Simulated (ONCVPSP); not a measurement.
**PBE ONCV dataset for B, scalar-relativistic all-electron reference.**

ONCVPSP 4.0.1 input, shortened (lines: element, Z, core and valence counts, functional; n l f; lmax; l rc ep ncon nbas qcut; lloc lpopt rc5 dvloc0; l nproj debl; icmod fcfact rcfact), PBE, scalar-relativistic:

```
  B 5.00    1    2        4      upf
    1    0    2.00
    2    0    2.00
    2    1    0.50
    2
    0    1.05    0.00    5    9    7.10
    1    2.70    0.00    4    7    6.00
    2    2.70    0.07    5    8    3.50
    0    5    1.05    0.00
    0    0    1.30
    1    1    1.40
    2    2    3.00
    3    4.75    1.45
```

All-electron outer shells of the reference configuration (PBE, scalar-relativistic, ld1.x):

```csv
shell,level (eV),outermost node (bohr),outermost maximum (bohr)
1s,-186.43,–,0.21
2s,-14.13,0.46,1.48
2p,-8.09,–,1.48
```

What the tests gave:

| Property | Result |
| --- | --- |
| Cutoffs needed | 50 Ha and 186 Ha (the cutoffs (Ha) at which the residual kinetic energy of the hardest occupied pseudo-wave falls to 1 and 0.1 mHa per electron) |
| Ghost test | no bound ghost flagged; no localised positive-energy state flagged |
| Largest excitation error | +115 meV (all-electron minus pseudo) for 2s1 2p0, out of 4 test configurations |
| rms error of d²Exc/dni dnj | 3.67 mHa without and 2.59 mHa with the model core |

Generation and tests took about 1.9 s on one core of a shared server CPU.
